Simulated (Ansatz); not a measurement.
```yaml
crystal:
  periodic: [false, false, false]
  atoms:
    - {symbol: Na, position_ang: [2.019333, 1.174225, 0.344224]}
    - {symbol: Na, position_ang: [-1.767952, 1.146208, 1.064313]}
    - {symbol: Na, position_ang: [-0.439361, -0.148746, -2.314717]}
    - {symbol: Na, position_ang: [0.187257, -2.172247, 0.905927]}
    - {symbol: H, position_ang: [1.838226, -1.192071, -1.104649]}
    - {symbol: H, position_ang: [-2.099411, -1.219415, -0.358350]}
    - {symbol: H, position_ang: [0.457096, 0.154660, 2.406193]}
    - {symbol: H, position_ang: [-0.195188, 2.257373, -0.942953]}
basis:
  gaussian: {orbitals: def2-SVP}
magnetization: {spin_polarized: true, initial_magnetization: 2}
hamiltonian: {xc: {name: B3LYP5}}
```

```sh
$ ansatz run in.yaml --threads 4 --pin off --events-out ev --progress --plain --max-ram 3916MiB
```

Output, abridged:

```
Functional definition: B3LYP5
744 factors; integrals over basis functions are off by at most 6.1e-4 eV
mean field evaluation 1: about -17711.4060 eV, gradient 1.3e1 eV
mean field evaluation 2: about -17706.4616 eV, gradient 1.9e1 eV
mean field evaluation 4: about -17712.4054 eV, gradient 9.8e0 eV
mean field evaluation 8: about -17714.8984 eV, gradient 5.5e-1 eV
mean field evaluation 16: about -17714.9755 eV, gradient 1.5e-1 eV
mean field evaluation 32: about -17714.9890 eV, gradient 8.5e-5 eV
mean field evaluation 64: about -17714.9071 eV, gradient 1.9e0 eV
mean field evaluation 96: about -17714.9882 eV, gradient 8.2e-2 eV
mean field evaluation 128: about -17714.9947 eV, gradient 6.5e-6 eV
mean field evaluation 160: about -17714.5273 eV, gradient 1.4e0 eV
mean field evaluation 192: about -17714.9894 eV, gradient 6.6e-2 eV
mean field evaluation 224: about -17714.9890 eV, gradient 5.8e-3 eV
mean field -17714.99466662 eV, -651.0140463438 hartree, gradient 2.2e-6 eV, S^2 2.033495; 20 other end points of the search recorded, 0 dependent functions left out
reference -17714.99494949 eV, -651.0140567390 hartree; 25, 23 occupied and 55, 57 virtual orbitals, 744 factors
Total energy: -17714.99494949 eV, -651.0140567390 hartree
```

Hardware: 4 threads of Arm Neoverse V2 on a shared host. Wall time 34 s.
